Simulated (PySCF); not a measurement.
**Predicted spectroscopic data**

- GFN2-xTB geometry
- PBE0/pcSseg-1 with gauge-including orbitals
- code: PySCF 2.14
- equivalent nuclei averaged, gas phase, no relativistic terms, single conformer

Referencing at the same level of theory: TMS for ¹H (σ = 31.72 ppm) and ¹³C (σ = 186.93 ppm). Where no couplings were computed, multiplicities follow the n + 1 count of equivalent neighbours, and m marks all less simple cases (inequivalent or close neighbours, rings, F or P nearby). Shifts are as computed. Against solution values, carbons near 30 ppm lie about +3 ppm off and those near 130 ppm about +5 ppm. Of 1309 compounds with measured shifts, 239 miss one by over three times the rms of a fit or turn the order of signals round; such compounds aren't used in these exercises. OH and NH positions are gas-phase values without hydrogen bonding to other molecules.

Compound 1 (C6H12OSi2). ¹H NMR (400 MHz, computed): δ 6.79 (q, 1H), 4.28 (s, 3H), 4.24 (d, 3H), 3.19 (m, 2H), 3.12 (m, 1H), 2.96 (m, 2H). ¹³C{¹H} NMR (computed): δ 209.0, 171.4, 141.5, 53.2, 36.7. Structure: `InChI=1S/C6H12OSi2/c7-5-1-4(2-5)6(9)3-8/h3-4H,1-2H2,8-9H3/b6-3-`.

Compound 2 (C7H10O2Si). ¹H NMR (400 MHz, computed): δ 7.97 (d, 2H), 7.75 (d, 2H), 5.41 (s, 2H), 4.82 (s, 2H), 1.16 (br s, 1H), 0.28 (br s, 1H). ¹³C{¹H} NMR (computed): δ 150.0, 142.1, 141.1, 134.3, 72.2. Structure: `OCc1ccc([SiH2]O)cc1`.
